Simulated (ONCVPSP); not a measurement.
## Which change was made? (Ga, ONCV)

ONCVPSP 4.0.1 input, shortened (lines: element, Z, core and valence counts, functional; n l f; lmax; l rc ep ncon nbas qcut; lloc lpopt rc5 dvloc0; l nproj debl; icmod fcfact rcfact), Wu-Cohen, scalar-relativistic:

```
  Ga 31.00    5    3  -118130      upf
    1    0    2.00
    2    0    2.00
    2    1    6.00
    3    0    2.00
    3    1    6.00
    3    2   10.00
    4    0    2.00
    4    1    0.75
    2
    0    1.70    0.00    3    7    3.10
    1    1.75    0.00    3    7    5.10
    2    1.15    0.00    4    9   11.50
    4    4    0.95    3.00
    0    1    2.90
    1    2    1.80
    2    3    0.80
    3    4.50    1.15
```

Cutoffs, loose and tight: the cutoffs (Ha) at which the residual kinetic energy of the hardest occupied pseudo-wave falls to 1 and 0.1 mHa per electron. They do not see the model core or the augmentation charge, which bear on the density cutoff. Test errors are all-electron minus pseudo excitation energies from the reference, over the configurations 3d10 4s2 4p1; 3d10 4s2 4p0; 3d10 4s1 4p0; 3d10 4s0 4p3; variants that change the core or the reference have their own tests.

The base gives: outcome: generated; cutoff, loose: 63 Ha; cutoff, tight: 166 Ha; bound ghosts: s; GHOST(+) flags above zero: p, d; largest test error (meV): +41.

(1) After one change the result is: outcome: generated; cutoff, loose: 60 Ha; cutoff, tight: 91 Ha; bound ghosts: none; GHOST(+) flags above zero: s; largest test error (meV): -6.8. Which change was it?
A. all radii but the core radius scaled by about 0.83 (s 1.42, p 1.46, d 0.96 bohr); local potential polynomial inside 0.80 bohr (lpopt 4, dvloc0 3 Ha)
B. all radii but the core radius scaled by about 1.26 (s 2.14, p 2.20, d 1.44 bohr); local potential polynomial inside 1.20 bohr (lpopt 4, dvloc0 3 Ha)
C. all radii but the core radius scaled by about 0.93 (s 1.58, p 1.62, d 1.06 bohr); local potential polynomial inside 0.88 bohr (lpopt 4, dvloc0 3 Ha)
D. all radii but the core radius scaled by about 1.04 (s 1.78, p 1.82, d 1.20 bohr); local potential polynomial inside 1.00 bohr (lpopt 4, dvloc0 3 Ha)

Results:

(1) D. The others give: all radii but the core radius scaled by about 1.26 (s 2.14, p 2.20, d 1.44 bohr); local potential polynomial inside 1.20 bohr (lpopt 4, dvloc0 3 Ha) → outcome: generated; cutoff, loose: 52 Ha; cutoff, tight: 58 Ha; bound ghosts: none; GHOST(+) flags above zero: none; largest test error (meV): -45 | all radii but the core radius scaled by about 0.93 (s 1.58, p 1.62, d 1.06 bohr); local potential polynomial inside 0.88 bohr (lpopt 4, dvloc0 3 Ha) → outcome: generated; cutoff, loose: 97 Ha; cutoff, tight: 269 Ha; bound ghosts: s; GHOST(+) flags above zero: p, d; largest test error (meV): -24 | all radii but the core radius scaled by about 0.83 (s 1.42, p 1.46, d 0.96 bohr); local potential polynomial inside 0.80 bohr (lpopt 4, dvloc0 3 Ha) → outcome: generated; cutoff, loose: 299 Ha; cutoff, tight: 353 Ha; bound ghosts: s, p; GHOST(+) flags above zero: d; largest test error (meV): -23.
